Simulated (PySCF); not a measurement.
HMoO₃, SMILES [O]=[Mo+]([OH])=[O], charge +1, multiplicity 1.

Geometry: PBE0-D3(BJ)/def2-SVP. The spin state was assumed, not searched. The isomer is the one that the SMILES or the coordinates give; other isomers of the formula were not compared. The def2 effective core potentials stand for the cores of Mo; spin–orbit coupling is left out. The values are those of a single conformer.

Method: PBE/def2-TZVPD (PySCF).

Symmetry labels are those of the subgroup Cs that the program uses (full group Cs).

Computed valence orbital energies around the gap with their symmetry:
| orbital | symmetry | energy (eV) |
|---|---|---|
| HOMO−7 | A" | -17.32 |
| HOMO−6 | A' | -17.31 |
| HOMO−5 | A" | -16.92 |
| HOMO−4 | A' | -16.62 |
| HOMO−3 | A' | -15.77 |
| HOMO−2 | A' | -14.76 |
| HOMO−1 | A" | -14.57 |
| HOMO | A" | -14.07 |
| LUMO | A' | -11.37 |
| LUMO+1 | A' | -9.80 |
| LUMO+2 | A" | -9.61 |
| LUMO+3 | A' | -7.90 |
